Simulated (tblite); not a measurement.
Species: C8H6NO (doublet state).
Atom-mapped SMILES: `[CH3:1][O:2][c:3]1[cH:4][c:5][cH:6][cH:7][c:8]1[C:9]#[N:10]` (hydrogens: H11, H12, H13 on C1; H14 on C4; H15 on C6; H16 on C7)

Structure used (GFN2-xTB), in Å, numbered top down from 1:
```
atom  x, y, z in Å
C1     2.5560   -0.6488    0.1863
O2     1.5763    0.3384   -0.0333
C3     0.2718   -0.0064    0.0054
C4    -0.2132   -1.2976    0.2496
C5    -1.5624   -1.4790    0.2557
C6    -2.5066   -0.5165    0.0455
C7    -2.0345    0.7678   -0.1979
C8    -0.6656    1.0224   -0.2185
C9    -0.2117    2.3373   -0.4676
N10    0.1261    3.4133   -0.6723
H11    2.4649   -1.0883    1.1846
H12    3.5114   -0.1332    0.1060
H13    2.5061   -1.4384   -0.5700
H14    0.4637   -2.1187    0.4257
H15   -3.5642   -0.7229    0.0634
H16   -2.7257    1.5795   -0.3739
```

Calculated harmonic vibrations of the isolated species, GFN2-xTB (tblite), most abundant isotopes, no scaling. Errors from tens to a few hundred cm⁻¹ against measured bands are possible. One conformer, not necessarily the lowest. Open shells enter through the occupations alone, without spin polarisation, and single modes of such species can be off by tens of per cent.

Harmonic wavenumbers (cm⁻¹): 94.9, 110.9, 117.3, 195.9, 245.5, 245.9, 360.9, 400.6, 429.3, 456.1, 517.5, 539.8, 578.7, 661.2, 734.0, 776.3, 777.7, 813.8, 884.8, 1036.5, 1091.7, 1113.5, 1119.3, 1149.9, 1181.4, 1209.1, 1244.7, 1279.3, 1390.4, 1404.9, 1424.4, 1468.4, 1474.8, 1510.5, 1594.3, 2376.7, 2940.2, 2950.9, 3035.1, 3074.3, 3090.9, 3099.0.

A = 1650, B = 1552, C = 803.8 MHz; mass 132.045 u (most abundant isotopes); point group Cs, symmetry number 1; spin multiplicity 2.

Task: What is the zero-point energy?

Result: ½Σν̃ = 25101 cm⁻¹ = 71.77 kcal/mol.

Task: Give the ideal-gas entropy at 298.15 K and 1 bar in the rigid-rotor, harmonic-oscillator model (classical rotation).

Result: Translation 40.57, rotation 29.44, vibration 23.02, spin (R ln 2) 1.38: S = 94.4 cal/(mol K).

Task: And Cp and H(298.15 K) − H(0)?

Result: Cp = 35.34 cal/(mol K), of which vibrations give 27.40 (their classical limit is 42 R = 83.5); H(298.15 K) − H(0) = 6.29 kcal/mol without the zero-point energy, 3.92 from vibrations.

Task: How do the functions run with temperature in this model?

Result: 
```csv
T (K),S (cal/(mol K)),Cp (cal/(mol K)),H − H(0) (kcal/mol),G − H(0) (kcal/mol),ln q(vib)
50,58.4,11.2,0.45,-2.48,0.15
100,67.8,16.4,1.14,-5.65,0.86
373.15,103.0,41.9,9.19,-29.26,6.64
500,116.7,51.2,15.12,-43.21,9.50
750,140.0,63.9,29.64,-75.39,14.97
1000,159.6,71.7,46.66,-112.91,20.05
```

q(vib) and H(0) count from the zero-point level.

Task: Which modes carry the vibrational entropy at 298.15 K?

Result: 94.9 cm⁻¹: 3.56; 110.9 cm⁻¹: 3.25; 117.3 cm⁻¹: 3.14; 195.9 cm⁻¹: 2.17; 245.5 cm⁻¹: 1.76; 245.9 cm⁻¹: 1.76 cal/(mol K); the other 36 give 7.37 together.

Hindered rotation and anharmonicity are outside this model. Other conformers, if any are populated, would add a mixing term that is left out.
